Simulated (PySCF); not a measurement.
AsF2GaH2, SMILES [F][Ga]([F])[AsH2]. Heavy atoms are numbered as in [Ga:1]([AsH2:2])([F:5])[F:6]. Hydrogens are named by the atom that carries them.

The structure is a stationary point at r2SCAN-D4/def2-SVP. The structure was generated by enumeration; whether it is a known compound was not checked.

All values below come from B3LYP/pcSseg-1 (PySCF).

GIAO shieldings, no solvent; atoms alike by connectivity are averaged. δ = σ(ref) − σ: ⁷⁵As against AsH3 (σ = 1863.6 ppm); ¹H against TMS (σ = 31.68 ppm); ¹⁹F against CFCl3 (σ = 161.7 ppm), references at their B3LYP-D3(BJ)/def2-TZVP geometries, non-relativistic.

Computed chemical shifts:
```tsv
nucleus	atoms	count	δ (ppm)
⁷⁵As	As2 (AsH2)	1	-120.3
¹H	H on As2	2	2.12
¹⁹F	F5	2	-104.0
```
